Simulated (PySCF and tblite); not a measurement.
Results of a calculation; reference values are marked as such.
System: C₆H₈Se, numbered as in [CH3:1][Se:2][CH:3]1[CH:4]=[CH:5][CH:6]=[CH:7]1.

Motion: shift of H on C3 from C3 to C7. GFN2-xTB gives an electronic barrier of 27.2 kcal/mol and a reaction energy of -2.4 kcal/mol.

Tunnelling of the moving H, left out here, will speed the real process. Spin–orbit effects of heavy atoms on shieldings are missing.

Q: What does CAM-B3LYP/pcSseg-1 + D3(BJ), IEF-PCM cyclohexane give on B3LYP-D3(BJ)/def2-SVP geometries?

A: A barrier of 28.9 kcal/mol, 1.7 above the tight-binding barrier (from unrounded values), a reaction energy of 0.3 kcal/mol and, with GFN2-xTB thermal terms, ΔG‡(298 K) = 26.5 kcal/mol and k = 4.7×10⁻⁷ s⁻¹ (2 equivalent paths).

Q: And the level of the geometries itself, B3LYP-D3(BJ)/def2-SVP?

A: 28.0 kcal/mol.

Programs: tblite and PySCF.
